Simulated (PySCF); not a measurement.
This PySCF input asks for the NMR shieldings of `FC(F)(F)[B@@H-]1CC[NH2+]1`, C₃H₇BF₃N; the geometry comes from GFN2-xTB.

```python
import basis_set_exchange as bse
import numpy as np
from pyscf import gto, dft
from pyscf.prop import nmr

atoms = """
F     2.604212   -0.657072    1.066608
C     1.812234   -0.326051    0.031478
F     1.563846   -1.498748   -0.628245
F     2.609117    0.364738   -0.835559
B     0.449725    0.487759    0.415472
C    -0.773488   -0.408937    1.009538
C    -1.593049    0.028292   -0.205561
N    -0.438087    0.583882   -0.955628
H     0.674355    1.548041    0.875688
H    -1.216545   -0.127266    1.958764
H    -0.606219   -1.482630    1.022835
H    -2.117644   -0.754433   -0.755878
H    -2.294521    0.826700    0.032888
H    -0.584555    1.488718   -1.394660
H    -0.093795   -0.065002   -1.659654
"""
names = dict.fromkeys(["F", "C", "B", "N", "H"], "pcSseg-1")
basis = {el: gto.basis.parse(bse.get_basis(n, elements=[el], fmt="nwchem")) for el, n in names.items()}
mol = gto.M(atom=atoms, basis=basis, charge=0, verbose=0)
mf = dft.RKS(mol, xc="PBE0")
mf.grids.level = 2
mf.grids.alignment = dft.numint.BLKSIZE   # the property module wants whole blocks of grid points
mf.conv_tol = 1e-9
mf.kernel()

calc = nmr.RKS(mf)   # GIAO
C = mf.mo_coeff
Co = C[:, mf.mo_occ > 0]
resp = mf.gen_response(singlet=True, hermi=2)
def vind(x):   # induced exchange potential for any number of trial vectors
    d = np.einsum("pi,xij,qj->xpq", C, 2 * x.reshape(-1, C.shape[1], Co.shape[1]), Co, optimize=True)
    return np.einsum("xpq,pi,qj->xij", resp(d - d.transpose(0, 2, 1)), C, Co, optimize=True).ravel()
mo1, _ = nmr.rhf.solve_mo1(calc, with_cphf=vind)
sigma = calc.kernel(mo1)
for i, s in enumerate(sigma):   # ppm
    w = np.linalg.eigvalsh((s + s.T) / 2)
    print("%2d %-2s iso %8.1f  s11 %8.1f  s22 %8.1f  s33 %8.1f" % (i, mol.atom_pure_symbol(i), w.mean(), *w))
```

Problem. What are the results?

Solution. 
```
 0 F  iso    263.3  s11    167.2  s22    285.6  s33    336.9
 1 C  iso     41.8  s11     27.9  s22     40.3  s33     57.1
 2 F  iso    266.4  s11    163.6  s22    285.2  s33    350.4
 3 F  iso    259.5  s11    157.0  s22    272.1  s33    349.5
 4 B  iso    114.2  s11     97.0  s22    117.4  s33    128.1
 5 C  iso    179.3  s11    165.8  s22    179.0  s33    193.1
 6 C  iso    140.9  s11    106.4  s22    140.5  s33    175.8
 7 N  iso    225.8  s11    207.7  s22    230.1  s33    239.5
 8 H  iso     28.5  s11     27.0  s22     28.2  s33     30.5
 9 H  iso     30.7  s11     26.4  s22     28.3  s33     37.4
10 H  iso     30.3  s11     27.1  s22     29.4  s33     34.5
11 H  iso     27.9  s11     23.2  s22     26.1  s33     34.4
12 H  iso     27.8  s11     23.4  s22     26.9  s33     33.0
13 H  iso     29.0  s11     22.9  s22     24.8  s33     39.3
14 H  iso     28.6  s11     23.6  s22     26.4  s33     35.7
```

These numbers come from an equivalent density-fitted implementation of the same equations, which agrees with the script to about 0.01 ppm for H and up to a few tenths of a ppm for heavy atoms, so last digits may differ.

Size and cost of the density-fitted run: 171 basis functions, 42 s wall time on 1 thread of an Arm Neoverse N1, shared host; peak memory 0.76 GiB.
